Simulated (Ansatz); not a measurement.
`C[O][Al]([NH2])[Cl]` and `C[O][AlH][NH2]` differ in one atom or group.

Ansatz, PBE0-D4/def2-TZVP geometries, multiplicity 1. Each molecule was computed in one conformer, which needn't be the lowest.

| property | `C[O][Al]([NH2])[Cl]` |
| --- | --- |
| HOMO energy (B3LYP/def2-TZVPP) / eV | -7.34 |
| size of the dipole moment (PBE/def2-TZVPP) / D | 1.34 |
| HOMO energy (PBE/def2-TZVPP) / eV | -6.15 |
| LUMO energy (PBE0/def2-TZVPP) / eV | -0.25 |
| HOMO–LUMO gap (PBE/def2-TZVPP) / eV | 5.06 |
| HOMO–LUMO gap (ωB97M-V/def2-TZVPP) / eV | 11.32 |

**Question.** Give the same properties after the change, and the shifts. (Estimate.)

**Answer.** Computed: 
```csv
property,`C[O][AlH][NH2]`,shift
HOMO energy (B3LYP/def2-TZVPP) / eV,-7.05,0.29
size of the dipole moment (PBE/def2-TZVPP) / D,0.49,-0.85
HOMO energy (PBE/def2-TZVPP) / eV,-5.89,0.26
LUMO energy (PBE0/def2-TZVPP) / eV,0.15,0.40
HOMO–LUMO gap (PBE/def2-TZVPP) / eV,5.28,0.22
HOMO–LUMO gap (ωB97M-V/def2-TZVPP) / eV,11.38,0.06
```

With PBE0 the HOMO rises by 0.30 eV and the LUMO rises by 0.40 eV, so the gap widens by about 0.10 eV. PBE moves the HOMO by 0.26 eV and ωB97M-V by 0.30 eV. Dipoles are sizes alone; their direction can turn.

B3LYP here is the variant with VWN-RPA as its local correlation; programs differ in this.
